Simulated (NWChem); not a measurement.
Everything below was run with NWChem. System: I2, charge 1, spin multiplicity 2, at the geometry of a parent with another charge or spin, in a state set for the comparison that need not be this species' ground state. Its SCF solution wasn't tested for a lower state. Level: UMP2/def2-TZVP with def2 effective core potentials on I, 8 core orbitals frozen.

Job file:

```
start mol
memory heap 200 mb stack 900 mb global 1100 mb
charge 1
geometry units angstroms nocenter noautoz
  I      0.000000     0.000000     1.341220
  I      0.000000     0.000000    -1.341220
  symmetry group D2h
end
basis spherical
  * library def2-tzvp
end
ecp
  I library def2-ecp
end
scf
  uhf
  nopen 1
  maxiter 100
  thresh 1e-7
  semidirect memsize 60000000 filesize 0
  # guess.movecs holds the orbitals of an unrestricted PBE0 run
  vectors input guess.movecs output mol.movecs
end
mp2
  freeze core 8
end
task mp2 energy
```

Part of the output:

```
             Northwest Computational Chemistry Package (NWChem) 7.3.0
             --------------------------------------------------------

                                NWChem Input Module
                                -------------------

 Scaling coordinates for geometry "geometry" by  1.889725989
 (inverse scale =  0.529177249)

 Turning off AUTOSYM since
 SYMMETRY directive was detected!

                             Geometry "geometry" -> ""
                             -------------------------

 Output coordinates in angstroms (scale by  1.889725989 to convert to a.u.)

  No.       Tag          Charge          X              Y              Z
 ---- ---------------- ---------- -------------- -------------- --------------
    1 I                   53.0000     0.00000000     0.00000000     1.34122000
    2 I                   53.0000     0.00000000     0.00000000    -1.34122000

 Effective nuclear repulsion energy (a.u.)     554.1443210063

            Nuclear Dipole moment (a.u.)
            ----------------------------
        X                 Y               Z
 ---------------- ---------------- ----------------
     0.0000000000     0.0000000000     0.0000000000

      Symmetry information
      --------------------

 Group name             D2h
 Group number             26
 Group order               8
 No. of unique centers     1

      Symmetry unique atoms

     1


 Summary of "ao basis" -> "" (spherical)
 ------------------------------------------------------------------------------
       Tag                 Description            Shells   Functions and Types
 ---------------- ------------------------------  ------  ---------------------
 *                         def2-tzvp                  on all atoms

 Summary of "ao basis" -> "ao basis" (spherical)
 ------------------------------------------------------------------------------
       Tag                 Description            Shells   Functions and Types
 ---------------- ------------------------------  ------  ---------------------
 I                         def2-tzvp                16       50   6s5p3d2f

                                 NWChem SCF Module
                                 -----------------

  ao basis        = "ao basis"
  functions       =   100
  atoms           =     2
  alpha electrons =    25
  beta  electrons =    24
  charge          =   1.00
  wavefunction    = UHF
  use symmetry    = T
  symmetry adapt  = T

 Summary of "ao basis" -> "ao basis" (spherical)
 ------------------------------------------------------------------------------
       Tag                 Description            Shells   Functions and Types
 ---------------- ------------------------------  ------  ---------------------
 I                         def2-tzvp                16       50   6s5p3d2f

      Symmetry analysis of basis
      --------------------------

        ag         21
        au          5
        b1g         5
        b1u        21
        b2g        12
        b2u        12
        b3g        12
        b3u        12

 Forming initial guess at       0.2s

   Symmetry analysis of molecular orbitals - initial alpha
   -------------------------------------------------------

  Numbering of irreducible representations:

     1 ag          2 au          3 b1g         4 b1u         5 b2g
     6 b2u         7 b3g         8 b3u

  Orbital symmetries:

     1 ag          2 b1u         3 ag          4 b1u         5 b3u
     6 b2g         7 b2u         8 b3g         9 ag         10 b3u
    11 b2g        12 b1u        13 b2u        14 b3g        15 b1g
    16 au         17 ag         18 b1u        19 ag         20 b1u
    21 ag         22 b3u        23 b2u        24 b2g        25 b3g
    26 b1u        27 b3u        28 ag         29 b2u        30 b1g
    31 b1u        32 ag         33 b3u        34 b2u        35 b2g

   Symmetry analysis of molecular orbitals - initial beta
   ------------------------------------------------------

  Numbering of irreducible representations:

     1 ag          2 au          3 b1g         4 b1u         5 b2g
     6 b2u         7 b3g         8 b3u

  Orbital symmetries:

     1 ag          2 b1u         3 ag          4 b1u         5 b3u
     6 b2g         7 b2u         8 b3g         9 ag         10 b3u
    11 b1u        12 b2g        13 b2u        14 b3g        15 b1g
    16 au         17 ag         18 b1u        19 ag         20 b1u
    21 ag         22 b2u        23 b3u        24 b3g        25 b2g
    26 b1u        27 ag         28 b2u        29 b3u        30 b1u
    31 b1g        32 ag         33 b3u        34 b2u        35 b3g

 Starting SCF solution at       0.3s

 ----------------------------------------------
         Quadratically convergent UHF

 Convergence threshold     :          1.000E-07
 Maximum no. of iterations :          100
 Integral*density screening:          1.000E-09
 ----------------------------------------------

              iter       energy          gnorm     gmax       time
             ----- ------------------- --------- --------- --------
                 1     -592.9885891464  3.73D-01  7.65D-02      2.7
                 2     -593.0017801729  2.30D-02  5.97D-03      2.9
                 3     -593.0019115632  1.50D-04  3.08D-05      3.2
                 4     -593.0019115673  7.13D-09  1.64D-09      3.6

       Final UHF  results
       ------------------

         Total SCF energy =   -593.001911567344
      One electron energy =  -1268.276125745259
      Two electron energy =    551.977595940486
 Nuclear repulsion energy =    123.296618237430

                       Sz =      0.5000
[...]
    17      0.419556  1 I  py                67      0.419556  2 I  py
    11     -0.324738  1 I  py                61     -0.324738  2 I  py
    14      0.256248  1 I  py                64      0.256248  2 I  py

 Vector   23  Occ=1.000000D+00  E=-5.862637D-01  Symmetry=b3u
              MO Center=  3.1D-16, -1.1D-16,  2.1D-15, r^2= 3.2D+00
   Bfn.  Coefficient  Atom+Function         Bfn.  Coefficient  Atom+Function
  ----- ------------  ---------------      ----- ------------  ---------------
    16      0.395223  1 I  px                66      0.395223  2 I  px
    10     -0.299052  1 I  px                60     -0.299052  2 I  px
    13      0.219242  1 I  px                63      0.219242  2 I  px

 Vector   24  Occ=1.000000D+00  E=-5.860878D-01  Symmetry=b3g
              MO Center=  7.9D-18, -5.7D-17, -3.5D-14, r^2= 3.9D+00
   Bfn.  Coefficient  Atom+Function         Bfn.  Coefficient  Atom+Function
  ----- ------------  ---------------      ----- ------------  ---------------
    17      0.451866  1 I  py                67     -0.451866  2 I  py
    11     -0.348449  1 I  py                61      0.348449  2 I  py
    14      0.282960  1 I  py                64     -0.282960  2 I  py
    20      0.160076  1 I  py                70     -0.160076  2 I  py

 Vector   25  Occ=0.000000D+00  E=-3.144892D-01  Symmetry=b2g
              MO Center=  4.8D-16, -1.1D-16, -3.8D-15, r^2= 4.2D+00
   Bfn.  Coefficient  Atom+Function         Bfn.  Coefficient  Atom+Function
  ----- ------------  ---------------      ----- ------------  ---------------
    16      0.410479  1 I  px                66     -0.410479  2 I  px
    10     -0.325055  1 I  px                60      0.325055  2 I  px
    19      0.253669  1 I  px                69     -0.253669  2 I  px
    13      0.251445  1 I  px                63     -0.251445  2 I  px

 Vector   26  Occ=0.000000D+00  E=-2.336681D-01  Symmetry=b1u
              MO Center=  2.9D-16,  3.2D-17, -2.1D-15, r^2= 4.9D+00
   Bfn.  Coefficient  Atom+Function         Bfn.  Coefficient  Atom+Function
  ----- ------------  ---------------      ----- ------------  ---------------
    18      0.443895  1 I  pz                68      0.443895  2 I  pz
    21      0.378414  1 I  pz                71      0.378414  2 I  pz
    12     -0.328448  1 I  pz                62     -0.328448  2 I  pz
    15      0.260320  1 I  pz                65      0.260320  2 I  pz
     6     -0.248758  1 I  s                 56      0.248758  2 I  s

 Vector   27  Occ=0.000000D+00  E= 3.119205D-02  Symmetry=ag
              MO Center=  3.4D-15,  1.1D-14,  9.1D-14, r^2= 7.7D+00
   Bfn.  Coefficient  Atom+Function         Bfn.  Coefficient  Atom+Function
  ----- ------------  ---------------      ----- ------------  ---------------
    21      0.858050  1 I  pz                71     -0.858050  2 I  pz
    18     -0.604501  1 I  pz                68      0.604501  2 I  pz
    34      0.302726  1 I  d  0              84      0.302726  2 I  d  0

 center of mass
 --------------
 x =   0.00000000 y =   0.00000000 z =   0.00000000

 moments of inertia (a.u.)
 ------------------
        1630.386986000535           0.000000000000           0.000000000000
           0.000000000000        1630.386986000535           0.000000000000
           0.000000000000           0.000000000000           0.000000000000

  Mulliken analysis of the total density
  --------------------------------------

    Atom       Charge   Shell Charges
 -----------   ------   -------------------------------------------------------
    1 I   25    24.50   0.19 -0.77  1.59  1.00  1.19  0.78 -0.49  6.44  1.23  2.67  0.58  9.24  0.76  0.09  0.01  0.00
    2 I   25    24.50   0.19 -0.77  1.59  1.00  1.19  0.78 -0.49  6.44  1.23  2.67  0.58  9.24  0.76  0.09  0.01  0.00

  Mulliken analysis of the alpha density
  --------------------------------------

    Atom       Charge   Shell Charges
 -----------   ------   -------------------------------------------------------
    1 I   25    12.50   0.09 -0.39  0.79  0.50  0.60  0.38 -0.25  3.22  0.70  1.50  0.30  4.61  0.38  0.04  0.00  0.00
    2 I   25    12.50   0.09 -0.39  0.79  0.50  0.60  0.38 -0.25  3.22  0.70  1.50  0.30  4.61  0.38  0.04  0.00  0.00

   Mulliken analysis of the beta density
   -------------------------------------

    Atom       Charge   Shell Charges
 -----------   ------   -------------------------------------------------------
    1 I   25    12.00   0.09 -0.39  0.79  0.50  0.59  0.39 -0.24  3.21  0.53  1.17  0.29  4.63  0.37  0.05  0.01  0.00
    2 I   25    12.00   0.09 -0.39  0.79  0.50  0.59  0.39 -0.24  3.21  0.53  1.17  0.29  4.63  0.37  0.05  0.01  0.00

   Mulliken analysis of the spin density
   -------------------------------------

    Atom       Charge   Shell Charges
 -----------   ------   -------------------------------------------------------
    1 I   25     0.50  -0.00  0.00  0.00 -0.00  0.01 -0.01 -0.01  0.01  0.17  0.33  0.01 -0.01  0.01 -0.01 -0.00 -0.00
    2 I   25     0.50  -0.00  0.00  0.00 -0.00  0.01 -0.01 -0.01  0.01  0.17  0.33  0.01 -0.01  0.01 -0.01 -0.00 -0.00

       Multipole analysis of the density wrt the origin
       ------------------------------------------------

     L   x y z        total         alpha         beta         nuclear
     -   - - -        -----         -----         ----         -------
     0   0 0 0      1.000000    -25.000000    -24.000000     50.000000

     1   1 0 0      0.000000      0.000000      0.000000      0.000000
     1   0 1 0      0.000000      0.000000     -0.000000      0.000000
     1   0 0 1     -0.000000     -0.000000     -0.000000      0.000000

     2   2 0 0    -35.555980    -19.662260    -15.893720      0.000000
     2   1 1 0      0.000000     -0.000000      0.000000      0.000000
     2   1 0 1      0.000000      0.000000      0.000000      0.000000
     2   0 2 0    -37.838340    -19.310922    -18.527418      0.000000
     2   0 1 1     -0.000000     -0.000000     -0.000000      0.000000
     2   0 0 2    -23.202287   -176.766189   -167.630315    321.194217

                   NWChem MP2 Semi-direct Energy/Gradient Module
                   ---------------------------------------------

  Basis functions       =    100
  Molecular orbitals    =    100
  Frozen core           =      8
  Frozen virtuals       =      0
  Active alpha occupied =     17
  Active beta occupied  =     16
  Active alpha virtual  =     75
  Active beta virtual   =     76
  Use MO symmetry       = T
  Use skeleton AO sym   = T

  AO/Fock/Back tols     =   1.0D-09  1.0D-09  1.0D-09

 GA uses MA = F    GA memory limited = T

 Available:
  local mem=  1.26D+08
 global mem=  1.44D+08
 local disk=  0.00D+00
  mp2_memr nvloc                    75
  nvloc new                    75
   1 passes of  17:        5242880                      84124                  20998577.
   1 passes of  17: M    126141368           G      144159200           F     120898488.

 Semi-direct pass number   1 of   1  for UHF alpha       at        4.0s
  vrange nnbf                  4840
  mp2_eaftype                    80  avail_ma_in_mb                  1099
 EAF : mp2_eaftype filesize          80   10499288.
  mp2_eaf for mointskh                     80
Node 0 wrote     49.4 Mb in      0.1 s     Agg I/O rate:   915.4 Mb/s
 Done moints_semi at       11.9s
  mp2_eaftype                    80  avail_ma_in_mb                  1019
 EAF : mp2_eaftype filesize          80   10499288.
  mp2_eaf for kh                    80
 Done maket at       12.3s
 Done multipass loop at       12.3s

 GA uses MA = F    GA memory limited = T

 Available:
  local mem=  1.26D+08
 global mem=  1.44D+08
 local disk=  0.00D+00
  mp2_memr nvloc                    76
  nvloc new                    76
   1 passes of  16:        5242880                      81175                  20027673.
   1 passes of  16: M    126141368           G      144159200           F     120898488.

 Semi-direct pass number   1 of   1  for UHF beta        at       12.4s
  vrange nnbf                  4840
  mp2_eaftype                    76  avail_ma_in_mb                  1099
 EAF : mp2_eaftype filesize          76   10013836.
  mp2_eaf for mointskh                     76
Node 0 wrote     47.1 Mb in      0.0 s     Agg I/O rate:  2026.6 Mb/s
 Done moints_semi at       20.3s
  mp2_eaftype                    76  avail_ma_in_mb                  1023
 EAF : mp2_eaftype filesize          76   10013836.
  mp2_eaf for kh                    76
 Done maket at       20.7s
 Done multipass loop at       20.7s

          -------------------------------------------
          SCF energy                -593.001911567344
          Correlation energy          -0.970864357261
          Singlet pairs                0.000000000000
          Triplet pairs                0.000000000000
          Total MP2 energy          -593.972775924605
          -------------------------------------------

          ---------------------------------------------------
                    Spin Component Scaled (SCS) MP2
          Same spin pairs                     -0.359982906180
          Same spin scaling factor             0.333333333333
          Opposite spin pairs                 -0.610881451081
          Opposite spin scaling fact.          1.200000000000
          SCS-MP2 correlation energy          -0.853052043357
          Total SCS-MP2 energy              -593.854963610701
          ---------------------------------------------------

 -----------------------
 Performance information
 -----------------------

 Timer overhead =  3.13D-07 seconds/call

               Nr. of calls         CPU time (s)                 Wall time (s)                GFlops
             ---------------    -------------------     ------------------------------   -------------------
Name         Min   Avg   Max    Min     Avg     Max     Min     Avg     Max   Mx/calls   Min     Max     Sum
mp2: moin     2     2     2    16.     16.     16.      16.     16.     16.     7.8      0.0     0.0     0.0
mp2: make     2     2     2   0.93    0.93    0.93     0.93    0.93    0.93    0.46      0.0     0.0     0.0
mp2: tota     1     1     1    17.     17.     17.      17.     17.     17.     17.      0.0     0.0     0.0

 The average no. of pstat calls per process was 5.00D+00
 with a timing overhead of 1.57D-06s

 Task  times  cpu:       20.7s     wall:       20.7s

 Total times  cpu:       20.7s     wall:       20.7s
```
